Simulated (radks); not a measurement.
The numbers below are computed, except where a source is named.
Task: All-electron atom: Sm59+ in [He] 2s1. Code: a radial shooting solver on a logarithmic mesh with Libxc functionals. Model: scalar-relativistic Kohn-Sham, PBE, spin-polarised, spherical densities, finite nucleus; open shells are filled with parallel spins first (spin-orbit coupling, left out, can overturn this in heavy ions); Fermi nuclear charge, rms radius 5.0819 fm. Some entries of the table are withheld. Estimate them.

| orbital | occ. | eigenvalue (hartree) | r(max) (bohr) | <r> (bohr) |
|---|---|---|---|---|
| 1s up | 1 | -1961.120 | 0.01446 | (1) |
| 1s down | 1 | -1960.368 | 0.01446 | (2) |
| 2s up | 1 | (3) | (4) | 0.09183 |

Result: 
(1) 1s up <r> (bohr): 0.02263
(2) 1s down <r> (bohr): 0.02263
(3) 2s up eigenvalue (hartree): -484.5273
(4) 2s up r(max) (bohr): 0.07932
